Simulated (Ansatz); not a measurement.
## A small benchmark: atomisation enthalpy at 298 K

10 molecules with halogens; the atomisation enthalpy at 298 K in kJ/mol, computed less measured. Shapes, held fixed at every level: PBE0-D4/def2-TZVP. Flexible molecules stand in one conformer, not always the lowest. Thermal terms are harmonic and unscaled (PBE0-D4/def2-TZVP); the spin-orbit lowering of the free atoms is taken from their spectra. Programs: Ansatz 0.2.0. Measured values: Active Thermochemical Tables, CRC Handbook of Chemistry and Physics, NIST-JANAF tables.

Levels: A = HF/def2-SVP; B = HF/def2-TZVPP; C = MP2/def2-TZVPP; D = CCSD(T)/CBS estimate.

```csv
molecule,from tabulated heats,A,B,C,D
SF2 (sulfur difluoride),732,-478,-415,-1,-5
BClF2 (chlorodifluoroborane),1736,-390,-410,+55,-5
CF4 (tetrafluoromethane),1968,-653,-686,+63,-3
CHCl2F (dichlorofluoromethane),1541,-549,-545,+15,-3
C2H2F2 (vinylidene fluoride),2361,-684,-713,+30,+10
"C2H4Cl2 (1,2-dichloroethane)",2678,-742,-753,-25,-5
C2H5F (SMILES CCF),2876,-726,-755,-35,-2
Si(CH3)Cl3 (methyltrichlorosilane),2714,-670,-650,+36,+43
"C3H6Cl2 (1,3-dichloropropane)",3860,-1021,-1050,-39,-8
Si(CH3)3Cl (chlorotrimethylsilane),5037,-1210,-1227,-80,-5
```

(1) Sum up the errors.

## Answers

(1) 
```
               level                   kind  mean error  mean absolute error  worst case
         HF/def2-SVP           Hartree–Fock      -712.3                712.3  Si(CH3)3Cl
       HF/def2-TZVPP           Hartree–Fock      -720.4                720.4  Si(CH3)3Cl
      MP2/def2-TZVPP    perturbation theory        +1.9                 37.9  Si(CH3)3Cl
CCSD(T)/CBS estimate  coupled cluster or CI        +1.7                  8.9  Si(CH3)Cl3
```

On this set CCSD(T)/CBS estimate has the smallest mean absolute error and HF/def2-TZVPP the largest. HF/def2-SVP is too low in 10 of 10; HF/def2-TZVPP is too low in 10 of 10; CCSD(T)/CBS estimate is too low in 8 of 10. The heats of SF2, C3H6Cl2, Si(CH3)3Cl come from older tables and can be uncertain by 10 kJ/mol or more. The tabulated values of BClF2, C2H2F2, Si(CH3)Cl3 are in doubt (older tables, estimates, or at odds with other calculations) and kept here. Over the 7 molecules whose values aren't doubted the mean absolute errors are A 768.4; B 775.9; C 36.9; D 4.4. The largest two are near a tie. For HF/def2-SVP and HF/def2-TZVPP the error grows with the size of the molecule. Hartree–Fock lacks correlation and underbinds. Correlated wave functions converge slowly with the basis. The CBS estimate extrapolates MP2 from def2-TZVPP and def2-QZVPP and adds CCSD(T) − MP2 in the triple-zeta set, cores frozen. The set is small.
